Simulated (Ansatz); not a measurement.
`[OH][Ge]([OH])([OH])[Cl]` + `CNCF` → `[OH][GeH]([OH])[Cl]` + `CNC(O)F`  (formal exchange of groups at a Ge–O bond)

Gas-phase electronic energies from Ansatz, PBE0-D4/def2-TZVP geometries. CCSD(T)/CBS adds triple-zeta CCSD(T) − MP2 to the extrapolated MP2 energy (def2 sets, frozen cores). DFT in def2-TZVPP. B3LYP here is the variant with VWN-RPA as its local correlation; programs differ in this. For Ge outer-core shells are correlated without core-valence functions, which leaves a few kJ/mol of doubt a bond. Scalar relativity is left out up to krypton. Each species was taken in one conformer, which may not be the lowest.

**Question.** Is it downhill or uphill in electronic energy at CCSD(T)/CBS, and by how much? (Best estimate.)

**Answer.** The calculation gave: Uphill: ΔE = +85.1 kJ/mol.

**Question.** What do these levels give: PBE-D4, PBE0-D4, B3LYP-D4, ωB97M-V, PBE, r2SCAN, HF/def2-TZVPP, CCSD(T)/def2-TZVPP, HF/def2-QZVPP, SCS-MP2/def2-QZVPP, MP2/CBS(def2), CCSD/CBS(def2)? (Best estimate.)

**Answer.** Ansatz gave: PBE-D4 76.1, PBE0-D4 76.7, B3LYP-D4 82.7, ωB97M-V 78.2, PBE 75.6, r2SCAN 80.2, HF/def2-TZVPP 84.3, CCSD(T)/def2-TZVPP 85.4, HF/def2-QZVPP 85.1, SCS-MP2/def2-QZVPP 91.0, MP2/CBS(def2) 91.1, CCSD/CBS(def2) 85.3 kJ/mol.

Largest T1 diagnostic among the species: 0.011.
